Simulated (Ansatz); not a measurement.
Consider the ligand exchange at the Al–O bond: `C[O][Al]([OH])[F]` + HBr → `[OH][Al]([F])[Br]` + CH₃OH.

Computed with Ansatz on PBE0-D4/def2-TZVP structures; ΔE is electronic, products minus reactants. CCSD(T)/CBS adds triple-zeta CCSD(T) − MP2 to the extrapolated MP2 energy (def2 sets, frozen cores). This one scheme is used for every species. DFT in def2-TZVPP. B3LYP here is the variant with VWN-RPA as its local correlation; programs differ in this. For Br outer-core shells are correlated without core-valence functions, which leaves a few kJ/mol of doubt a bond. Scalar relativity is left out up to krypton. Each species was taken in one conformer, which may not be the lowest.

```
             level  ΔE (kJ/mol)
          B3LYP-D4        -21.9
          BHLYP-D4        -25.4
            r2SCAN        -28.9
      MP2/def2-SVP        -22.0
     CCSD/def2-SVP        -19.5
CCSD(T)/def2-TZVPP        -24.2
SCS-MP2/def2-QZVPP        -25.7
     MP2/CBS(def2)        -31.1
```

(1) What does CCSD(T)/CBS give? (Estimate.)

Largest T1 diagnostic among the species: 0.012.

Results:

(1) Ansatz gave: -29.0 kJ/mol. The listed levels differ from it by 7.1, 3.6, 0.1, 7.0, 9.5, 4.8, 3.3, -2.1 kJ/mol.

In def2-TZVPP, CCSD(T) changes the Hartree–Fock value by +6.3 kJ/mol (the triples alone add −0.3 kJ/mol) and MP2 by +4.2 kJ/mol. From BLYP to BHLYP (50 % exact exchange), in def2-TZVPP and without D4, ΔE moves by −4.5 kJ/mol.
